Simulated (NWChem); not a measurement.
# Total energies of O₂Si (-1)

```
Si
O 1 1.5920
O 1 1.5920 2 136.24
```
Charge -1, spin multiplicity 2.

The numbers come from NWChem runs, not from measurements. The geometry was optimised at UPBE/def2-SVP, a minimum by its harmonic frequencies.

Basis set: aug-cc-pVDZ (73 functions).

| method | total energy (Ha) |
|---|---|
| UHF | -438.71386 |
| UMP2 | -439.22398 |
| UB2PLYP | -439.80120 |
| UPBE | -439.74074 |
| UB3LYP | -440.05002 |
| Ur2SCAN | -439.93681 |

Total energies of different functionals aren't comparable as a measure of quality: only differences taken within one method are. 

The correlated methods keep 7 core orbitals frozen. B3LYP has NWChem's definition, with VWN1-RPA local correlation. This spin state was chosen for the runs; another may lie lower. The structure started from a generated list of species. The unpaired electrons of the parent sit in orbitals of symmetry a1 (C2v labels of the run); other states weren't searched. The anion's geometry comes from a basis without diffuse functions. The stability of the SCF solutions was not checked. Open-shell Hartree-Fock references start from PBE0 orbitals.
